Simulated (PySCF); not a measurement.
**MIn cations for M along group 15**

MP2 with double-zeta basis sets in PySCF, for the lowest determinant that a PBE0 search found; no spin–orbit coupling. De refers to high-spin ground-configuration atoms (the charge goes to the atom of lower measured ionisation energy or higher electron affinity, which is not always the lowest computed limit).

| M | basis | reference, frozen orbitals | charged atom | state (unpaired electrons) | Re (Å) | ωe (cm⁻¹) | De (eV) |
| --- | --- | --- | --- | --- | --- | --- | --- |
| N | cc-pVDZ-PP/cc-pVDZ | UHF, 5 | In+ | quartet (σ ↑, π ↑↑) | 3.239 | 77.4 | 0.08 |
| P | def2-SVPD | UHF, 9 | In+ | quartet (σ ↑, π ↑↑) | 3.224 | 86.2 | 0.29 |
| Bi | def2-SVP | UHF, 8 | In+ | quartet (σ ↑, π ↑↑) | 3.329 | 62.3 | n/a |

The shortest bond is that of InP⁺ (3.224 Å), the longest that of InBi⁺ (3.329 Å).

The rows differ in basis set, which adds steps of its own.

Down a group the atoms grow and get heavier, so bonds lengthen and wavenumbers fall; the exceptions here are the shorter bond at P and the higher wavenumber at P.

Correlated steps freeze the inner cores (5 to 9 orbitals); shallow outer-core shells are correlated. Weak bonds: InN⁺, InP⁺. Basis-set superposition, not corrected here, can be much of De in a small basis, most of all at correlated wavefunction levels. Spin–orbit coupling is left out, which matters for elements this heavy, above all for dissociation energies. For an ion De counts to the pair picked by the measured ionisation energies or electron affinities, which need not be the lowest pair at this level. States were picked by a PBE0 search and need not be the measured ground states.
